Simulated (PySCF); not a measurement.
C2H8BP. Atoms are numbered in the order given.

```xyz
12

B      0.2377    -0.2984     0.2219
C      1.6265    -0.7873    -0.3345
H      1.7517    -1.8733    -0.1769
H      2.4199    -0.3110     0.2740
H      1.8318    -0.5557    -1.3903
C     -0.2711    -0.7903     1.6278
H     -0.7695    -1.7648     1.4508
H     -1.0174    -0.1410     2.1111
H      0.5488    -0.9929     2.3375
P     -0.7542     1.0291    -0.7313
H     -2.0917     0.6346    -0.4456
H     -0.6810     0.5252    -2.0603
```

Geometry optimised at B3LYP-D3(BJ)/def2-SVP. One conformer was computed; it need not be the lowest.

Computed with CAM-B3LYP/def2-TZVP (PySCF).

Atomic charges (e):

| atom | Löwdin | meta-Löwdin |
|---|---|---|
| B1 | -0.73 | 0.13 |
| C2 | -0.28 | -0.44 |
| H3 | 0.15 | … |
| H4 | 0.16 | … |
| H5 | 0.14 | … |
| C6 | -0.28 | -0.44 |
| H7 | 0.16 | … |
| H8 | 0.14 | … |
| H9 | 0.14 | … |
| P10 | 0.35 | … |
| H11 | 0.03 | … |
| H12 | 0.03 | … |

Q: Some entries are withheld; supply them. (Estimate from the structure and the level; the computed values follow.)

A: 
- H3, meta-Löwdin: 0.12
- H4, meta-Löwdin: 0.13
- H5, meta-Löwdin: 0.11
- H7, meta-Löwdin: 0.14
- H8, meta-Löwdin: 0.11
- H9, meta-Löwdin: 0.12
- P10, meta-Löwdin: 0.01
- H11, meta-Löwdin: 0.01
- H12, meta-Löwdin: 0.01

Q: Give the Mayer and Wiberg (Löwdin basis) orders of the bonds. (The exact figures need the calculation; the answer reports its results.)

A: 
| bond | Mayer | Wiberg |
|---|---|---|
| B1–C2 | 1.02 | 1.34 |
| C2–H3 | 0.95 | 0.85 |
| C2–H4 | 0.93 | 0.84 |
| C2–H5 | 0.97 | 0.88 |
| B1–C6 | 1.02 | 1.34 |
| C6–H7 | 0.93 | 0.84 |
| C6–H8 | 0.97 | 0.87 |
| C6–H9 | 0.96 | 0.86 |
| B1–P10 | 1.17 | 1.53 |
| P10–H11 | 0.95 | 0.94 |
| P10–H12 | 0.95 | 0.94 |
